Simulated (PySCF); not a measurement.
## Electron correlation in F⁺ (fluorine, charge +1)

[He] 2s1 2p5, high-spin 3P determinant (an excited configuration). All numbers are calculated (PySCF 2.14, no relativity, point nucleus, in dyall-acv3z (15s9p4d2f, 76 functions)). Frozen: nothing; 8 electrons correlated; the 5 highest virtual orbitals of each spin left out.

```
  level  correlation energy (mhartree)
   CCSD                        -266.81
    (T)                          -5.85
CCSD(T)                        -272.66
```

Diagnostics: T1 = 0.0058, D1 = 0.0141, largest double amplitude 0.049.

Cost of the coupled-cluster step: roughly 15 core-seconds, for 8 correlated electrons.
